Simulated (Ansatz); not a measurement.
`B[Si](O)(F)F` + CH₃OH → `CO[Si](O)(F)F` + BH₃ at 700 K and 1 bar (cleavage of the Si–B bond).

Computed with Ansatz on PBE0-D4/def2-TZVP structures; ΔE is electronic, products minus reactants. CCSD(T)/CBS is the MP2 limit (def2-TZVPP, def2-QZVPP) plus CCSD(T) − MP2 in def2-TZVPP, frozen cores. This one scheme is used for every species. One conformer a species, not always the lowest.

```tsv
species	CCSD(T)/CBS energy (Eh)	H − E (kJ/mol)	S (J/(mol·K))
`B[Si](O)(F)F`	-590.59738	179.0	449.4
CH₃OH	-115.61712	170.8	288.5
`CO[Si](O)(F)F`	-679.71512	248.1	488.4
BH₃	-26.55200	96.5	225.0
```

H − E and S are ideal-gas, rigid-rotor, harmonic terms from PBE0-D4/def2-TZVP, for one conformer and one mirror image of each species. 1 Eh = 2625.50 kJ/mol, R = 8.31446 J/(mol·K).

Problem. By hand: ΔE, ΔH, ΔS and ΔG.

Solution. ΔE = (-679.71512) + (-26.55200) − (-590.59738) − (-115.61712) = -0.05262 Eh = -138.2 kJ/mol. Δ(H − E) = 248.1 + 96.5 − 179.0 − 170.8 = -5.2, so ΔH = -143.4 kJ/mol. ΔS = 488.4 + 225.0 − 449.4 − 288.5 = -24.5 J/(mol·K). ΔG = -143.4 − 700 × (-24.5)/1000 = -126.2 kJ/mol.

Problem. By hand: the equilibrium constant, and the temperature at which ΔG would vanish if ΔH and ΔS stayed fixed.

Solution. log₁₀ K = −ΔG/(RT ln 10) = 9.4. ΔG = 0 at ΔH/ΔS = 5853 K, far beyond where these terms or the molecules hold.

ΔH outweighs TΔS. A doubt of 5 kJ/mol in ΔE shifts log₁₀ K by 0.4 here. Other conformers and mirror images would add mixing entropy, several J/(mol·K) or more a flexible species. These are equilibria of isolated gas molecules and say nothing of rates. Largest T1 diagnostic: 0.012 (customary marks: 0.02 for closed shells, 0.045 for open ones).
